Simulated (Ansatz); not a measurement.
Consider the ligand exchange at the Si–C bond: `O[SiH](O)C[SiH2]F` + CH₃SH → `CS[SiH](O)O` + `C[SiH2]F`.

Program: Ansatz. Geometries: PBE0-D4/def2-TZVP. ΔE: electronic, gas phase. CCSD(T)/CBS is the MP2 limit (def2-TZVPP, def2-QZVPP) plus CCSD(T) − MP2 in def2-TZVPP, frozen cores. This one scheme is used for every species. DFT in def2-TZVPP. B3LYP here is the variant with VWN-RPA as its local correlation; programs differ in this. Each species was taken in one conformer, which may not be the lowest.

```
             level  ΔE (kJ/mol)
           PBE0-D4        -47.7
           ωB97X-V        -44.0
             B3LYP        -49.0
SCS-MP2/def2-TZVPP        -45.4
   CCSD/def2-TZVPP        -41.9
SCS-MP2/def2-QZVPP        -47.7
      HF/CBS(def2)        -48.7
    CCSD/CBS(def2)        -45.4
```

Question: What does CCSD(T)/CBS give? (Estimate.)

Answer: Computed: -46.0 kJ/mol. The listed levels differ from it by -1.7, 2.0, -3.0, 0.6, 4.1, -1.7, -2.7, 0.6 kJ/mol.

Largest T1 diagnostic among the species: 0.011.
